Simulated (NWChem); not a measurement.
Si3H7Cl; SMILES [SiH3][SiH]([SiH3])Cl

```xyz
11

Si    -0.0618     0.5842     0.0000
Si     0.9833    -0.1747    -1.9590
Si     0.9833    -0.1747     1.9590
Cl    -2.0114    -0.1754     0.0000
H     -0.1513     2.0773     0.0000
H      2.3804     0.3574    -2.0232
H      0.2222     0.2855    -3.1594
H      1.0293    -1.6682    -1.9415
H      0.2222     0.2855     3.1594
H      2.3804     0.3574     2.0232
H      1.0293    -1.6682     1.9415
```
Atoms are numbered in this order, from 1.

Computed with NWChem. STO-3G and 3-21G are far too small for this property and stand as cheap habits. Coordinates come from a PBE0/def2-SVP optimisation. GIAO values for the isolated, static molecule; σ is the absolute isotropic shielding, δ = σ(reference) − σ with the isolated reference molecule computed at the same levels (1H: tetramethylsilane, 29Si: tetramethylsilane).

For level Hartree-Fock/STO-3G:

```yaml
"δ Si1 (ppm)": 0.4
"δ Si2 (ppm)": -74.7
"σ Cl4 (ppm)": 1244.1
"δ H5 (ppm)": 2.29
"δ H6 (rotor mean) (ppm)": 1.55
```

Question: How do the values read with level KT2/pcSseg-1 instead?

Answer: The δ Si1 (ppm) is -9.2 and the δ Si2 (ppm) comes out as -100.9. The σ Cl4 (ppm) comes out as 1025.7. The δ H5 (ppm) comes out as 5.75 and the δ H6 (rotor mean) (ppm) is 3.73.
